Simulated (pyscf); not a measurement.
**`[GeH][O][GeH3]`, singlet**

Gas-phase minimum from PySCF at ωB97X-D3(BJ)/def2-SVP, one conformer. Other isomers of :HGe–O–GeH₃ [singlet] were not searched in full and may lie lower. 

SMILES: [GeH][O][GeH3]
```xyz
7

Ge     0.4539     1.7679    -2.4939
O      1.0298     0.9357    -1.0369
Ge     0.1888     0.2857     0.3965
H     -1.1148     1.7553    -2.1021
H      0.7696     0.9924     1.6301
H     -1.3161     0.5659     0.2497
H      0.4717    -1.2227     0.4518
```

Bonds (Å): Ge1–O2 1.774, Ge1–H4 1.617, O2–Ge3 1.785, Ge3–H5 1.536, Ge3–H6 1.538, Ge3–H7 1.536. Angles (°): O2–Ge1–H4 96.4, Ge1–O2–Ge3 132.7, O2–Ge3–H5 107.4, O2–Ge3–H6 108.6, O2–Ge3–H7 107.4, H5–Ge3–H6 111.3, H5–Ge3–H7 110.7, H6–Ge3–H7 111.3.

Properties at ωB97X-D3(BJ)/def2-SVP:

```yaml
harmonic_wavenumbers_unscaled: 43, 151, 233, 472, 652, 660, 824, 834, 890, 896, 945, 1853, 2189, 2196, 2201 cm⁻¹
zero_point_energy: 21.5 kcal/mol
rotational_symmetry_number: 1
Entropy of this conformer at 298 K and 1 atm, rigid rotor and harmonic oscillator, modes under 100 cm⁻¹ raised to 100: 325.2 J/(mol K)
dipole_moment: 1.04 D
```

Single-point totals, which compare only within one level (frozen core for MP2 and CC):

| level | total energy (hartree) |
|---|---|
| ωB97X-D3(BJ)/def2-TZVP | -4231.59490 |
| PBE/def2-TZVP | -4230.95532 |
| r²SCAN/def2-TZVP | -4231.61331 |
| B3LYP-D3(BJ)/def2-TZVP | -4231.78199 |
| PBE0-D3(BJ)/def2-TZVP | -4231.06576 |
| M06-2X/def2-TZVP | -4231.64812 |
| ωB97M-D3(BJ)/def2-TZVP | -4231.73130 |
| HF/def2-TZVPP | -4227.97047 |
| MP2/def2-TZVPP | -4228.70343 |
| CCSD/def2-TZVPP | -4228.71992 |
| CCSD(T)/def2-TZVPP | -4228.74813 |

The lowest mode is so soft that the shape along it may change with the basis. Soft torsions are taken as harmonic, which can shift the entropy by several J/(mol K). The CCSD(T) − MP2 part came from Ansatz, without density fitting, on the same reference. The frozen core leaves the outer d or s,p core shells of the metals and heavy elements correlated in the MP2 and CC values, and def2-TZVPP describes them poorly, so these totals are far from the basis limit. Elements up to Kr have no core potential and no relativistic terms here.
